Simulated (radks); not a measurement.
Results of a calculation; reference values are marked as such.
Fe III, configuration [Ar] 3d6.

Code: a radial shooting solver on a logarithmic mesh with Libxc functionals. Model: scalar-relativistic Kohn-Sham, SCAN, spin-polarised, spherical densities, finite nucleus; open shells are filled with parallel spins first; meta-GGA in the generalised Kohn-Sham scheme; Fermi nuclear charge, rms radius 3.7377 fm.

Energy parts (eV):
total: -34614.250
kinetic: 35030.296
electron-nucleus: -82336.634
Hartree: 14208.373
exchange-correlation: -1516.286

Orbitals (lengths in bohr, moments of r in powers of bohr; r(max) is where P^2 peaks; r(90%) holds 90 % of the orbital's charge):
orbital  occ.  eigenvalue (eV)      <r>   r(max)  r(90%)
1s down     1        -7041.460  0.05847  0.03827   0.104
1s up       1        -7041.447  0.05847  0.03827   0.104
2s up       1        -848.0262   0.2666   0.2221   0.413
2s down     1        -845.3634   0.2660   0.2219   0.412
2p up       3        -723.4639   0.2356   0.1800   0.386
2p down     3        -721.4821   0.2350   0.1798   0.385
3s up       1        -117.9502   0.8095   0.7012    1.21
3s down     1        -112.2646   0.8138   0.7021    1.22
3p up       3         -82.5085   0.8553   0.7145    1.32
3p down     3         -76.8851   0.8626   0.7165    1.33
3d up       5         -27.5308    1.055   0.7114    1.81
3d down     1         -22.2685    1.124   0.7243    1.96

The highest occupied level is 3d down at -22.269 eV. The density falls to 0.001 e/bohr^3 at r = 3.02 bohr. Summed over all electrons, <r^2> = 16.13 bohr^2, which gives a Langevin (diamagnetic) susceptibility term of -12.8 x 10^-6 cm^3/mol. The electron density at the nucleus is 1.519e+04 e/bohr^3 (large components only). For comparison, the ionisation energy in NIST's Atomic Spectra Database is 30.65 eV (measured). In exact Kohn-Sham theory the highest level is minus the ionisation energy, but local and semilocal functionals leave it too shallow, through self-interaction and a potential that decays too fast; potentials with the right tail come closer.

Run on one thread of a shared host, so times are rough (Arm Neoverse N1): 0.21 s of CPU time, 0.21 s wall, 14 iterations on 2198 mesh points.

Empty levels of this run are not shown, since the potential may be unsettled where no density lies.
